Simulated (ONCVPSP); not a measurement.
What one change does to a pseudopotential (gallium (Ga), ONCV)

* Element: Ga (Z = 31)
* Generator: ONCVPSP 4.0.1
* Type: optimised norm-conserving Vanderbilt (ONCV)
* Functional: PW91
* Relativity: scalar-relativistic
* Frozen core: [Ar] 3d10
* Valence charge: 3
* Reference configuration: 4s2 4p1
* Partial waves: 4s: rc 1.55 bohr, ncon 3, nbas 7, qcut 4.3 1/bohr, 1 projector; 4p: rc 2.80 bohr, ncon 4, nbas 8, qcut 3.1 1/bohr, 1 projector; d scattering state at 0.2 Ha: rc 2.45 bohr, ncon 4, nbas 6, qcut 3.5 1/bohr, 3 projectors, debl 3.7 Ha
* Local potential: polynomial inside 1.45 bohr (lpopt 5, dvloc0 6 Ha)
* Core correction: Teter function, fcfact 2.5, rcfact 1.45

Change: core [Ar], valence charge 13; reference 3d10 4s1.5 4p1.5; waves now 4s: rc 2.00 bohr, ncon 4, nbas 7, qcut 2.9 1/bohr, 2 projectors, debl 1.3 Ha; 4p: rc 2.35 bohr, ncon 4, nbas 7, qcut 3.6 1/bohr, 2 projectors, debl 3.4 Ha; 3d: rc 1.10 bohr, ncon 4, nbas 9, qcut 11.9 1/bohr, 2 projectors, debl 3.8 Ha; f scattering state at 0.19 Ha: rc 2.05 bohr, ncon 4, nbas 8, qcut 5.3 1/bohr, 1 projector; local potential polynomial inside 0.95 bohr (lpopt 4, dvloc0 6 Ha).

Cutoffs: the cutoffs (Ha) at which the residual kinetic energy of the hardest occupied pseudo-wave falls to 1 and 0.1 mHa per electron; they do not see the model core or the augmentation charge, which bear on the density cutoff. Errors are all-electron minus pseudo energies relative to the spin-unpolarised reference configuration.

Question: What does the change do?

Answer: The potential gets harder (7.4 Ha and 9.9 Ha → 68 Ha and 221 Ha); neither file shows a bound ghost. The added semicore shells are compact, so their waves need more plane waves. Several settings change at once here, so the effects cannot be laid on one of them.

```csv
quantity,base,changed
"cutoff, loose",7.4 Ha,68 Ha
"cutoff, tight",9.9 Ha,221 Ha
bound ghosts,none,none
GHOST(+) flags under 300 eV,none,s at 114.8 eV
"largest error over its own tests, meV",-167,-101
"rms error of d²Exc/dni dnj with the model core, mHa",1.73,3.06
```

Base: The cutoffs count occupied waves only; projector 3 of the d channel, the hardest unoccupied one, needs 41 Ha at the loose tolerance.
